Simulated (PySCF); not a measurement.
These 5 structures share the formula C4H7F3Si. Theory: PBE0-D3(BJ)/def2-SVP geometry optimisation, gas phase (PySCF). Energies are electronic, without zero-point or thermal terms, for one conformer each. No frequencies were run at this level. Point groups hold within 0.08 Å.

Task: Order them by energy at this level, lowest first, and give relative energies in kJ/mol.
A. `[CH2:1]=[CH:2][CH2:3][SiH2:4][C:5]([F:6])([F:7])[F:8]` with C1–C2–C3–Si4 -102°, C2–C3–Si4–C5 -176°
B. `[F:1][C:2]([F:3])([F:4])/[CH:5]=[CH:6]/[CH2:7][SiH3:8]` with C5–C6–C7–Si8 -104°
C. `C[Si@@H]1C[C@H]1C(F)(F)F`
D. `C[C@@H]1C[Si@H]1C(F)(F)F`
E. `[F:1][C:2]([F:3])([F:4])[C@@H:5]1[CH2:6][CH2:7][SiH2:8]1` with C2–C5–C6–C7 -98°, C5–C6–C7–Si8 -19°, C6–C7–Si8–C5 15°, C2–C5–Si8–C7 99°

Result: E (0.0), C (20.2), B (41.2), A (68.3), D (96.7).

As drawn, the lowest has a four-membered ring, which the highest lacks; the highest has a three-membered ring, which the lowest lacks.

| SMILES | E (Eh) | E rel (kJ/mol) | dipole (D) | point group | A, B, C (MHz) |
| --- | --- | --- | --- | --- | --- |
| FC(F)(F)[C@@H]1CC[SiH2]1 | -744.64967 | 0.0 | 2.29 | C1 | 2900, 1325, 1161 |
| C[Si@@H]1C[C@H]1C(F)(F)F | -744.64199 | 20.2 | 3.45 | C1 | 3364, 999.8, 947.1 |
| FC(F)(F)/C=C/C[SiH3] | -744.63400 | 41.2 | 2.81 | C1 | 3908, 656.7, 639.7 |
| C=CC[SiH2]C(F)(F)F | -744.62365 | 68.3 | 2.10 | C1 | 3895, 757.8, 746.5 |
| C[C@@H]1C[Si@H]1C(F)(F)F | -744.61284 | 96.7 | 2.24 | C1 | 3348, 976.3, 944.6 |

Task: How do the relative energies change in single points at HF/pcSseg-1 (no added dispersion term) on the same geometries?

Result: 
```json
{"SMILES": "FC(F)(F)[C@@H]1CC[SiH2]1", "PBE0-D3(BJ)/def2-SVP (kJ/mol)": "0.0", "HF/pcSseg-1 (kJ/mol)": "0.0", "shift": "0.0"}
{"SMILES": "C[Si@@H]1C[C@H]1C(F)(F)F", "PBE0-D3(BJ)/def2-SVP (kJ/mol)": "20.2", "HF/pcSseg-1 (kJ/mol)": "23.4", "shift": "+3.2"}
{"SMILES": "FC(F)(F)/C=C/C[SiH3]", "PBE0-D3(BJ)/def2-SVP (kJ/mol)": "41.2", "HF/pcSseg-1 (kJ/mol)": "1.4", "shift": "-39.8"}
{"SMILES": "C=CC[SiH2]C(F)(F)F", "PBE0-D3(BJ)/def2-SVP (kJ/mol)": "68.3", "HF/pcSseg-1 (kJ/mol)": "24.5", "shift": "-43.8"}
{"SMILES": "C[C@@H]1C[Si@H]1C(F)(F)F", "PBE0-D3(BJ)/def2-SVP (kJ/mol)": "96.7", "HF/pcSseg-1 (kJ/mol)": "103.0", "shift": "+6.3"}
```

Each column counts from its own lowest isomer. The lowest isomer stays, but the order above it changes; the largest shift is 43.8 kJ/mol.

Task: As an exercise, what shares would exp(−E/RT) give at 1000 K from these electronic energies alone (no entropy, no degeneracies)?

Result: RT = 8.314 kJ/mol: FC(F)(F)[C@@H]1CC[SiH2]1 91.3 %, C[Si@@H]1C[C@H]1C(F)(F)F 8.1 %, FC(F)(F)/C=C/C[SiH3] 0.6 %, C=CC[SiH2]C(F)(F)F under 0.1 %, C[C@@H]1C[Si@H]1C(F)(F)F under 0.1 %.
